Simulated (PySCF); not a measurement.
CH2O3. Atoms are numbered in the order given.

```xyz
6

O      0.0000     1.0885    -0.6780
C      0.0000     0.0000     0.0980
O      0.0000     0.0000     1.3027
O      0.0000    -1.0885    -0.6780
H      0.0000     1.8517    -0.0802
H      0.0000    -1.8517    -0.0802
```
Charge 0, spin multiplicity 1.

The structure is a stationary point at B3LYP-D3(BJ)/def2-SVP. One conformer was computed; it need not be the lowest.

All values below come from PBE/pcSseg-2 (PySCF).

GIAO shieldings, no solvent; atoms alike by connectivity are averaged. δ = σ(ref) − σ: ¹⁷O against H2O (σ = 327.5 ppm); ¹³C against TMS (σ = 181.4 ppm); ¹H against TMS (σ = 31.47 ppm), references at their B3LYP-D3(BJ)/def2-TZVP geometries, non-relativistic.

| nucleus | atoms | count | δ (ppm) |
|---|---|---|---|
| ¹⁷O | O3 | 1 | 305.3 |
| ¹⁷O | O1, O4 | 2 | 170.1 |
| ¹³C | C2 | 1 | 163.7 |
| ¹H | H5, H6 | 2 | 5.29 |
